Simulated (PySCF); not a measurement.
Species: C4H7BF2.
Atom-mapped SMILES: `[CH2:1]=[C:2]([CH3:3])[CH2:4][B:5]([F:6])[F:7]` (hydrogens: H8, H9 on C1; H10, H11, H12 on C3; H13, H14 on C4)

Cartesian coordinates in Å at the GFN2-xTB level; atoms count from 1:
```xyz
14
C4H7BF2 angstrom
C     -1.065   -1.302    0.641
C     -0.553   -0.211    0.098
C     -1.063    1.165    0.395
C      0.614   -0.274   -0.870
B      1.963    0.043   -0.109
F      2.242    1.224    0.406
F      2.901   -0.858    0.103
H     -0.684   -2.284    0.418
H     -1.891   -1.256    1.330
H     -0.250    1.802    0.739
H     -1.477    1.616   -0.507
H     -1.837    1.137    1.157
H      0.657   -1.262   -1.325
H      0.443    0.461   -1.659
```

The closed-shell SCF was solved with PySCF and density fitting under several settings on one GFN2-xTB geometry (grid level 2 and gas phase unless stated).

```csv
settings,basis functions,SCF cycles,E (Eh),HOMO (eV),LUMO (eV),dipole (D)
PBE0/pcSseg-1,154,13,-380.8352,-7.32,-0.12,1.61
CAM-B3LYP/def2-SVPD,202,12,-380.8706,-8.68,0.86,1.71
PBE/cc-pVDZ,133,14,-380.8457,-5.96,-0.89,1.37
"PW91/cc-pVDZ, start guess sap, energy threshold 1e-06 Eh",133,16,-381.1491,-6.01,-0.95,1.38
"PBE0/6-311G**, IEF-PCM dimethylsulfoxide",168,13,-380.9729,-7.11,0.10,1.85
```

Estimate the rows for these settings: (1) WP04/ANO-RCC-VDZP, IEF-PCM benzene, damping 0.3 at the start, DIIS from the seventh cycle; (2) WP04/pcSseg-1.

```json
{"settings": "WP04/ANO-RCC-VDZP, IEF-PCM benzene, damping 0.3 at the start, DIIS from the seventh cycle", "basis functions": "133", "SCF cycles": "15", "E (Eh)": "-389.5437", "HOMO (eV)": "-8.20", "LUMO (eV)": "-2.04", "dipole (D)": "1.96"}
{"settings": "WP04/pcSseg-1", "basis functions": "154", "SCF cycles": "14", "E (Eh)": "-389.3815", "HOMO (eV)": "-8.43", "LUMO (eV)": "-2.21", "dipole (D)": "1.73"}
```

Over all rows, what range does the HOMO–LUMO gap span?

From 5.06 eV (PW91/cc-pVDZ, start guess sap, energy threshold 1e-06 Eh) to 9.54 eV (CAM-B3LYP/def2-SVPD). The functional of the narrowest has no exact exchange, that of the widest range-separated exact exchange.

And the dipole moment?

From 1.37 D (PBE/cc-pVDZ) to 1.96 D (WP04/ANO-RCC-VDZP, IEF-PCM benzene, damping 0.3 at the start, DIIS from the seventh cycle); the largest is 1.43 times the smallest, and the median is 1.71 D.

Cycle counts include a coarse-grid stage where the run had one. All basis functions are spherical, in the Pople sets too. WP04 was designed for NMR shieldings or shifts; total energies of different functionals aren't comparable. ANO-RCC sets were contracted for a scalar-relativistic Hamiltonian, but ran non-relativistically here. Geometry: GFN2-xTB, one conformer.
